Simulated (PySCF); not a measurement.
## Mayer bond orders and bond lengths

Species: C₅H₆N₂Si.
SMILES with atom numbers: `[CH:1]#[C:2][c:3]1[cH:4][n:5][cH:6][n:7]1[SiH3:8]` (hydrogens: H9 on C1; H10 on C4; H11 on C6; H12, H13, H14 on Si8)

Cartesian coordinates in Å at the GFN2-xTB level; atoms count from 1:
```
atom  x, y, z in Å
C1    -0.3328    2.8472    0.0370
C2     0.1437    1.7452   -0.0174
C3     0.7151    0.4686   -0.0850
C4     2.0235    0.0842   -0.2410
N5     2.1035   -1.2718   -0.2514
C6     0.8854   -1.6975   -0.1062
N7    -0.0287   -0.6943    0.0039
Si8   -1.7667   -0.7907    0.2079
H9    -0.7362    3.8139    0.0833
H10    2.8954    0.6984   -0.3451
H11    0.6001   -2.7299   -0.0728
H12   -2.3715   -0.1272   -0.9441
H13   -2.0416   -2.2240    0.2430
H14   -2.0899   -0.1224    1.4656
```

Bond orders from the PBE0/pcSseg-1 density (PySCF). Isolated species at its GFN2-xTB geometry, gas phase.

How far do the computed orders between heavy atoms stray from the drawn ones?

The largest departure is 0.728, at C1–C2 (drawn triple, 2.272), counting aromatic bonds as 1.5. Drawn single, order below 0.88: N7–Si8 (0.798). Drawn double or triple, more than 0.30 short of the drawn order: C1–C2 (2.272). The bonds drawn aromatic range from 1.04 to 1.63.

Give the Mayer order of every bond between heavy atoms, beside its length.

```csv
bond,drawn as,length (Å),Mayer order
C1–C2,triple,1.202,2.272
C2–C3,single,1.400,0.942
C3–C4,aromatic,1.373,1.526
C4–N5,aromatic,1.358,1.351
N5–C6,aromatic,1.298,1.627
C6–N7,aromatic,1.362,1.178
N7–Si8,single,1.753,0.798
N7–C3,aromatic,1.383,1.039
```

Bonds between the same two heavy elements. C–C: lowest C2–C3 (0.942, 1.400 Å), highest C1–C2 (2.272, 1.202 Å). C–N: lowest N7–C3 (1.039, 1.383 Å), highest N5–C6 (1.627, 1.298 Å).

And the bonds to hydrogen?

C–H: 0.97 to 1.15 (3 bonds); H–Si: 0.94 (3 bonds).

Sum the orders of all bonds at each heavy atom with more than one neighbour and set the sums beside the valence in the SMILES.

C1 3.424 (drawn 4), C2 3.214 (drawn 4), C3 3.507 (drawn 4), C4 3.881 (drawn 4), N5 2.978 (drawn 3), C6 3.780 (drawn 4), N7 3.015 (drawn 3), Si8 3.628 (drawn 4). Orders between atoms that aren't bonded are not in these sums.

Mayer orders depend on the basis set.
